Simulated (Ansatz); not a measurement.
Energy difference R1 + R2 → P1 + P2, each structure at its B3LYP-D3(BJ)/def2-TZVP stationary point, reached from a drawn start (curvature not checked).
R1: F3S (SMILES F[S](F)F), charge 0, multiplicity 2.
R2: O atom, charge 0, multiplicity 3.
P1: F2OS (SMILES O=S(F)F), charge 0, multiplicity 1.
P2: F atom, charge 0, multiplicity 2.

P less R. No zero-point or thermal terms; singlets are restricted closed shells; open shells are unrestricted; no spin–orbit coupling.

Run with Ansatz (a program for electronic structure). All values are computed, each at the level named.

One of these levels gives -69.73 kcal/mol for the reaction energy. Which?
A. HF/cc-pV(D+d)Z
B. PBE0/def2-TZVPP
C. SVWN5/def2-TZVPP

B, PBE0/def2-TZVPP. The others give -45.65 (HF/cc-pV(D+d)Z), -76.24 (SVWN5/def2-TZVPP)
